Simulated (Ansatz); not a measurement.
`CO[SiH](C)C#N` + H₂O → `CO[SiH](C)O` + `C#N`  (formal hydrolysis of the Si–C bond)

Gas-phase electronic energies from Ansatz, PBE0-D4/def2-TZVP geometries. CBS: MP2 limit from def2 TZ/QZ plus the TZ coupled-cluster correction, frozen cores. This one scheme is used for every species. DFT in def2-TZVPP. B3LYP here is the variant with VWN-RPA as its local correlation; programs differ in this. Each species was taken in one conformer, which may not be the lowest.

`CO[SiH](C)C#N`:

```xyz
13

C     1.223   -0.008   -1.820
O     0.668    0.588   -0.665
Si   -0.577   -0.035    0.181
C    -0.903    1.018    1.659
C    -0.091   -1.748    0.741
N     0.224   -2.804    1.074
H     0.469   -0.139   -2.602
H     1.664   -0.982   -1.586
H     2.006    0.651   -2.196
H    -1.770   -0.247   -0.677
H    -1.708    0.590    2.261
H    -1.199    2.023    1.350
H    -0.008    1.093    2.280
```

H₂O:

Z-matrix (Å, degrees):
```
O
H 1 0.960
H 1 0.960 2 105.1
```

`CO[SiH](C)O`:

Cartesian coordinates in Å:
```
C -1.701 1.296 0.235
O -0.677 0.655 -0.484
Si 0.495 -0.250 0.221
C 1.609 -0.823 -1.133
O -0.111 -1.578 0.986
H -2.212 1.991 -0.434
H -2.435 0.575 0.610
H -1.304 1.867 1.085
H 1.172 0.595 1.251
H 1.062 -1.475 -1.818
H 1.996 0.024 -1.702
H 2.453 -1.386 -0.727
H -0.347 -1.492 1.910
```

`C#N`:

Z-matrix (Å, degrees):
```
C
N 1 1.146
H 1 1.069 2 180.0
```

```json
{"level": "PBE-D4", "ΔE (kcal/mol)": "-12.3", "difference from CCSD(T)/CBS": "1.1"}
{"level": "r2SCAN-D4", "ΔE (kcal/mol)": "-14.1", "difference from CCSD(T)/CBS": "-0.7"}
{"level": "PBE0-D4", "ΔE (kcal/mol)": "-12.7", "difference from CCSD(T)/CBS": "0.7"}
{"level": "B3LYP-D4", "ΔE (kcal/mol)": "-13.9", "difference from CCSD(T)/CBS": "-0.5"}
{"level": "ωB97X-V", "ΔE (kcal/mol)": "-14.0", "difference from CCSD(T)/CBS": "-0.6"}
{"level": "ωB97M-V", "ΔE (kcal/mol)": "-14.2", "difference from CCSD(T)/CBS": "-0.8"}
{"level": "B2PLYP", "ΔE (kcal/mol)": "-14.4", "difference from CCSD(T)/CBS": "-1.0"}
{"level": "PBE", "ΔE (kcal/mol)": "-12.7", "difference from CCSD(T)/CBS": "0.7"}
{"level": "r2SCAN", "ΔE (kcal/mol)": "-14.3", "difference from CCSD(T)/CBS": "-0.9"}
{"level": "PBE0", "ΔE (kcal/mol)": "-13.1", "difference from CCSD(T)/CBS": "0.3"}
{"level": "B3LYP", "ΔE (kcal/mol)": "-14.5", "difference from CCSD(T)/CBS": "-1.1"}
{"level": "HF/def2-TZVPP", "ΔE (kcal/mol)": "-15.7", "difference from CCSD(T)/CBS": "-2.3"}
{"level": "MP2/def2-TZVPP", "ΔE (kcal/mol)": "-13.4", "difference from CCSD(T)/CBS": "0.0"}
{"level": "SCS-MP2/def2-TZVPP", "ΔE (kcal/mol)": "-13.8", "difference from CCSD(T)/CBS": "-0.4"}
{"level": "CCSD/def2-TZVPP", "ΔE (kcal/mol)": "-14.2", "difference from CCSD(T)/CBS": "-0.8"}
{"level": "CCSD(T)/def2-TZVPP", "ΔE (kcal/mol)": "-13.8", "difference from CCSD(T)/CBS": "-0.4"}
{"level": "HF/def2-QZVPP", "ΔE (kcal/mol)": "-15.7", "difference from CCSD(T)/CBS": "-2.3"}
{"level": "MP2/def2-QZVPP", "ΔE (kcal/mol)": "-13.2", "difference from CCSD(T)/CBS": "0.2"}
{"level": "SCS-MP2/def2-QZVPP", "ΔE (kcal/mol)": "-13.6", "difference from CCSD(T)/CBS": "-0.2"}
{"level": "HF/CBS(def2)", "ΔE (kcal/mol)": "-15.7", "difference from CCSD(T)/CBS": "-2.3"}
{"level": "MP2/CBS(def2)", "ΔE (kcal/mol)": "-13.0", "difference from CCSD(T)/CBS": "0.4"}
{"level": "CCSD/CBS(def2)", "ΔE (kcal/mol)": "-13.8", "difference from CCSD(T)/CBS": "-0.4"}
{"level": "CCSD(T)/CBS", "ΔE (kcal/mol)": "-13.4", "difference from CCSD(T)/CBS": "0"}
```

Largest T1 diagnostic among the species: 0.014.

In def2-TZVPP, CCSD(T) changes the Hartree–Fock value by +1.9 kcal/mol (the triples alone add +0.4 kcal/mol) and MP2 by +2.2 kcal/mol.

CCSD(T)/CBS has its own doubt, a few kJ/mol and more with outer-core shells, so smaller differences from it don't rank the levels.
